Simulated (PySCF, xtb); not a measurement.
C2H7ClSi3, SMILES Cl[Si@@H]1C=C[SiH2][SiH2]1.

Harmonic wavenumbers (cm⁻¹) from xtb 6.7.1 with GFN2-xTB at its own minimum, in rising order: 39, 111, 129, 230, 288, 337, 383, 410, 427, 459, 490, 508, 531, 535, 600, 635, 635, 693, 714, 745, 802, 828, 953, 1153, 1309, 1606, 2170, 2179, 2189, 2194, 2202, 2987, 3008.

**Question.** What does PBE0-D3(BJ)/def2-SVP in PySCF give at its own minimum? (Estimate from the structure and the level; the computed values follow.)

**Answer.** 21, 128, 140, 265, 307, 363, 414, 423, 459, 479, 546, 602, 623, 633, 648, 687, 757, 776, 789, 818, 896, 931, 1029, 1127, 1307, 1622, 2216, 2220, 2226, 2234, 2245, 3131, 3153. Paired by order, the mean absolute difference is 55 cm⁻¹ and the zero-point energies are 46.4 and 48.9 kcal/mol.
